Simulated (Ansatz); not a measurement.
`F[Si](Br)(Br)Br` + H₂ → `Br[SiH](Br)Br` + H–F at 700 K and 1 bar (hydrogenolysis of the Si–F bond).

Isolated molecules relaxed with PBE0-D4/def2-TZVP in Ansatz; ΔE leaves out vibrations. CBS: MP2 limit from def2 TZ/QZ plus the TZ coupled-cluster correction, frozen cores. This one scheme is used for every species. For Br outer-core shells are correlated without core-valence functions, which leaves a few kJ/mol of doubt a bond. Scalar relativity is left out up to krypton.

```json
{"species": "`F[Si](Br)(Br)Br`", "CCSD(T)/CBS energy (Eh)": "-8109.04050", "H − E (kJ/mol)": "78.9", "S (J/(mol·K))": "451.6"}
{"species": "H₂", "CCSD(T)/CBS energy (Eh)": "-1.17544", "H − E (kJ/mol)": "46.8", "S (J/(mol·K))": "155.3"}
{"species": "`Br[SiH](Br)Br`", "CCSD(T)/CBS energy (Eh)": "-8009.77760", "H − E (kJ/mol)": "87.4", "S (J/(mol·K))": "426.4"}
{"species": "H–F", "CCSD(T)/CBS energy (Eh)": "-100.39570", "H − E (kJ/mol)": "45.2", "S (J/(mol·K))": "198.5"}
```

H − E and S are ideal-gas, rigid-rotor, harmonic terms from PBE0-D4/def2-TZVP. For small species the MP2-based limit differs from directly extrapolated CCSD(T) by up to some mEh (0.8 for H₂); such offsets cancel only in part. 1 Eh = 2625.50 kJ/mol, R = 8.31446 J/(mol·K).

Q: By hand: ΔE, ΔH, ΔS and ΔG.

A: ΔE = (-8009.77760) + (-100.39570) − (-8109.04050) − (-1.17544) = 0.04264 Eh = 112.0 kJ/mol. Δ(H − E) = 87.4 + 45.2 − 78.9 − 46.8 = 6.9, so ΔH = 118.9 kJ/mol. ΔS = 426.4 + 198.5 − 451.6 − 155.3 = 18.0 J/(mol·K). ΔG = 118.9 − 700 × (18.0)/1000 = 106.3 kJ/mol.

Q: By hand: the equilibrium constant, and the temperature at which ΔG would vanish if ΔH and ΔS stayed fixed.

A: log₁₀ K = −ΔG/(RT ln 10) = -7.9. ΔG = 0 at ΔH/ΔS = 6606 K, far beyond where these terms or the molecules hold.

ΔH outweighs TΔS. A doubt of 5 kJ/mol in ΔE shifts log₁₀ K by 0.4 here. These are equilibria of isolated gas molecules and say nothing of rates. Largest T1 diagnostic: 0.008 (customary marks: 0.02 for closed shells, 0.045 for open ones).
